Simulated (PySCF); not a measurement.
**Potassium: highly charged ions in a basis for the neutral atom**

K¹²⁺ [He] 2s2 2p3, K¹³⁺ [He] 2s2 2p2. All numbers are calculated (PySCF 2.14, scalar relativity by spin-free X2C-1e, in jorge-DZP-DKH). No spin-orbit coupling, so a gap to NIST mixes the basis error with missing relativistic terms.

Changed run: basis of the neutral atom used for a highly charged ion. This setting is unsound on purpose.

```tsv
species	method	sound run (hartree)	changed run (hartree)	converged
K¹²⁺	UHF	not run	-511.10861	yes
K¹²⁺	PBE0	not run	-511.17205	yes
K¹²⁺	LDA	not run	-509.59536	yes
K¹³⁺	UHF	not run	-484.74564	yes
K¹³⁺	PBE0	not run	-484.81178	yes
K¹³⁺	LDA	not run	-483.24198	yes
```

Ionisation energy of K¹²⁺:

| method | changed run (eV) | NIST (eV) |
| --- | --- | --- |
| UHF | 717.37 | 714.7 ± 0.5 |
| PBE0 | 717.30 | 714.7 ± 0.5 |
| LDA | 717.11 | 714.7 ± 0.5 |

The contracted functions were made for the neutral atom and can be too rigid for a highly charged ion.
